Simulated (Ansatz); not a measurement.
One change: `CC1=CC(C)=[O+][Zn-]([Cl])[O]1` becomes `CC1=CC(C)=[O+][Ti-]([CH3])([CH3])([CH3])[O]1`.

Ansatz, PBE0-D4/def2-TZVP geometries, multiplicity 1. 

Scalar relativity is left out up to krypton.

| property | `CC1=CC(C)=[O+][Zn-]([Cl])[O]1` |
| --- | --- |
| LUMO energy (PBE/def2-TZVPP) / eV | -2.73 |
| HOMO–LUMO gap (B3LYP/def2-TZVPP) / eV | 5.15 |
| HOMO–LUMO gap (PBE0/def2-TZVPP) / eV | 5.55 |
| LUMO energy (B3LYP/def2-TZVPP) / eV | -2.05 |
| LUMO energy (ωB97M-V/def2-TZVPP) / eV | 0.25 |
| HOMO–LUMO gap (ωB97M-V/def2-TZVPP) / eV | 9.75 |

Task: Give the same properties after the change, and the shifts. (Best estimate.)

Result: The calculation gave: 
```json
{"property": "LUMO energy (PBE/def2-TZVPP) / eV", "`CC1=CC(C)=[O+][Ti-]([CH3])([CH3])([CH3])[O]1`": "-2.73", "shift": "0.00"}
{"property": "HOMO–LUMO gap (B3LYP/def2-TZVPP) / eV", "`CC1=CC(C)=[O+][Ti-]([CH3])([CH3])([CH3])[O]1`": "4.46", "shift": "-0.69"}
{"property": "HOMO–LUMO gap (PBE0/def2-TZVPP) / eV", "`CC1=CC(C)=[O+][Ti-]([CH3])([CH3])([CH3])[O]1`": "4.89", "shift": "-0.66"}
{"property": "LUMO energy (B3LYP/def2-TZVPP) / eV", "`CC1=CC(C)=[O+][Ti-]([CH3])([CH3])([CH3])[O]1`": "-2.05", "shift": "0.00"}
{"property": "LUMO energy (ωB97M-V/def2-TZVPP) / eV", "`CC1=CC(C)=[O+][Ti-]([CH3])([CH3])([CH3])[O]1`": "0.21", "shift": "-0.04"}
{"property": "HOMO–LUMO gap (ωB97M-V/def2-TZVPP) / eV", "`CC1=CC(C)=[O+][Ti-]([CH3])([CH3])([CH3])[O]1`": "9.26", "shift": "-0.49"}
```

B3LYP here is the variant with VWN-RPA as its local correlation; programs differ in this.
